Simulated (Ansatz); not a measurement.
Mulliken charges of FH3NOSTa (`[NH2][Ta]([OH])([F])=[S]`) from B3LYP/def2-TZVPP in Ansatz (PBE0-D4/def2-TZVP geometry).

```tsv
atom	x (Å)	y (Å)	z (Å)	charge (e)
N1	-0.376	1.304	0.572	-0.422
Ta2	0.271	-0.206	-0.495	0.915
O3	-0.620	-1.777	0.059	-0.403
F4	-0.122	0.075	-2.311	-0.328
S5	2.403	-0.321	-0.152	-0.301
H6	-1.357	1.504	0.720	0.149
H7	0.202	1.951	1.087	0.178
H8	-0.308	-2.588	0.464	0.212
```

**Question.** By hand: the dipole of these point charges (1 e Å = 4.8032 D).

**Answer.** Σ q r = (-0.258, 0.072, 0.485) e Å, of length 0.554 e Å = 2.66 D.

**Question.** How does the dipole of the full density compare? (Best estimate.)

**Answer.** Computed: (-0.550, 0.018, 0.465) e Å, 3.46 D; the point charges give 0.77 times that, at 23° from its direction.

Point charges leave out the atoms' own dipoles, such as those of lone pairs, and Mulliken's split depends on the basis, so the two needn't agree.

B3LYP here is the variant with VWN-RPA as its local correlation; programs differ in this.
